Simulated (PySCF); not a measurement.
CH₈SSeSi₂, SMILES CS[SiH2][SiH2][SeH], singlet (GFN2-xTB optimised geometry):

```
13

C      2.417    -1.925     0.000
S      0.602    -1.925     0.000
Si     0.246     0.187     0.000
Si    -2.055     0.405     0.032
Se    -2.542     2.652    -0.042
H      2.781    -1.429    -0.894
H      2.733    -2.963     0.005
H      2.781    -1.421     0.890
H      0.917     0.730    -1.189
H      0.969     0.734     1.152
H     -2.718     0.022     1.276
H     -2.781    -0.202    -1.084
H     -1.759     2.963    -1.200
```

Computed with CAM-B3LYP/def2-TZVP (PySCF).

**Question.** What are the frontier orbital energies and the dipole moment?

**Answer.** HOMO-2 -9.61 eV, HOMO-1 -8.26 eV, HOMO -8.15 eV, LUMO 0.14 eV, LUMO+1 0.84 eV; dipole moment 1.88 D.

Meta-Löwdin charges at CAM-B3LYP/def2-TZVP: C1 -0.39, S2 -0.19, Si3 0.37, Si4 0.34, Se5 -0.24, H6 0.13, H7 0.14, H8 0.13, H9 -0.10, H10 -0.09, H11 -0.07, H12 -0.08, H13 0.06.
